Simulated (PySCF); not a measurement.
PySCF input file for Al(F)(Me)(NHMe) (C2H7AlFN), SMILES C[NH][Al]([CH3])[F], PBE0/pcSseg-1. Geometry: B3LYP-D3(BJ)/def2-SVP. Other conformers were not sampled.

```python
import numpy as np
from pyscf import gto, scf, dft
from pyscf.prop.nmr import rks as nmr

mol = gto.M(
    atom='''
    Al   -0.10511893    0.52167056   -0.00000000
    F    -1.35107612    1.63912812    0.00000000
    C     1.74402673    1.11894614    0.00000000
    H     2.45946551    0.28100242    0.00000000
    H     1.95492706    1.74230756    0.88539189
    H     1.95492706    1.74230755   -0.88539189
    N    -0.61248036   -1.17675575    0.00000000
    C     0.20630496   -2.37561318    0.00000000
    H    -1.60680711   -1.39269568    0.00000000
    H     0.03683243   -3.01077815   -0.89053535
    H     0.03683242   -3.01077815    0.89053536
    H     1.27542614   -2.10794336   -0.00000000
    ''',
    basis='pcSseg-1',
    charge=0,
    spin=0,
    max_memory=1600,
    verbose=3,
)
mf = dft.RKS(mol, xc='pbe0')
mf.grids.level = 3
mf.conv_tol = 1e-10
mf.max_cycle = 100
mf.kernel()
n = nmr.NMR(mf)
n.verbose = 2
n.max_cycle_cphf = 60
sigma = n.kernel()
print('atom   isotropic/ppm   span/ppm')
for i, s in enumerate(sigma):
    w = np.linalg.eigvalsh((s + s.T) / 2)
    print(f'{mol.atom_symbol(i):2s}{i + 1:3d} {w.mean():14.3f} {w[2] - w[0]:11.3f}')
```

It prints:

```
converged SCF energy = -477.159392924384
atom   isotropic/ppm   span/ppm
Al  1        406.415     144.058
F   2        348.005     158.387
C   3        204.832      11.109
H   4         31.594      12.447
H   5         31.613      12.838
H   6         31.613      12.838
N   7        223.764      85.557
C   8        152.707      55.071
H   9         30.470      17.735
H  10         28.490      12.306
H  11         28.490      12.306
H  12         28.684       9.300
```

The run converged.

Cost: around 24 core-seconds (rough).
